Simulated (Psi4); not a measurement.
Interaction energy of HCl ··· C2H6 (SMILES Cl and CC). Monomers: optimised at B3LYP-D3(BJ) (def2-TZVP), held rigid. Orientation: a random orientation, not optimised. R is the distance of the centres of mass, along which the second monomer moves.

Geometry at R = 3.82 Å (first 2 atoms: monomer A):
```
10

Cl     0.6410     0.0000     0.0000
H     -0.6410     0.0000     0.0000
C      1.5949     3.4418     0.3198
C      1.2823     3.7193     1.7877
H      0.6918     3.1818    -0.2360
H      2.2973     2.6127     0.2134
H      2.0394     4.3142    -0.1632
H      0.8375     2.8469     2.2706
H      2.1854     3.9788     2.3437
H      0.5801     4.5485     1.8941
```

PBE/def2-TZVP, counterpoise-corrected (Psi4); PBE-D3(BJ)/def2-TZVP, counterpoise-corrected (Psi4); wB97X-D/def2-TZVP, counterpoise-corrected (Psi4).

Interaction energies in kcal/mol; the last columns give the difference from wB97X-D:

| R / Å | PBE/def2-TZVP | PBE-D3(BJ)/def2-TZVP | wB97X-D/def2-TZVP | PBE/def2-TZVP − wB97X-D/def2-TZVP | PBE-D3(BJ)/def2-TZVP − wB97X-D/def2-TZVP |
|---|---|---|---|---|---|
| 3.19 | 5.50 | 4.25 | 5.04 | 0.46 | -0.79 |
| 3.41 | 2.48 | 1.40 | 1.93 | 0.55 | -0.53 |
| 3.60 | 1.15 | 0.21 | 0.62 | 0.53 | -0.41 |
| 3.82 | 0.37 | -0.41 | -0.07 | 0.44 | -0.34 |
| 4.00 | 0.07 | -0.59 | -0.28 | 0.35 | -0.31 |
| 4.19 | -0.07 | -0.62 | -0.34 | 0.27 | -0.28 |
| 4.50 | -0.13 | -0.52 | -0.32 | 0.18 | -0.21 |
| 4.79 | -0.12 | -0.40 | -0.26 | 0.14 | -0.14 |
| 5.33 | -0.06 | -0.21 | -0.15 | 0.09 | -0.06 |
| 5.99 | -0.01 | -0.09 | -0.07 | 0.06 | -0.02 |
| 7.02 | 0.00 | -0.03 | -0.02 | 0.03 | 0.00 |
| 8.30 | 0.00 | -0.01 | -0.01 | 0.01 | 0.00 |

PBE/def2-TZVP is furthest from wB97X-D/def2-TZVP at 3.41 (0.55 kcal/mol, above); its mean absolute difference over the points is 0.26 kcal/mol.

PBE-D3(BJ)/def2-TZVP is furthest from wB97X-D/def2-TZVP at 3.19 (-0.79 kcal/mol, below); its mean absolute difference over the points is 0.26 kcal/mol.
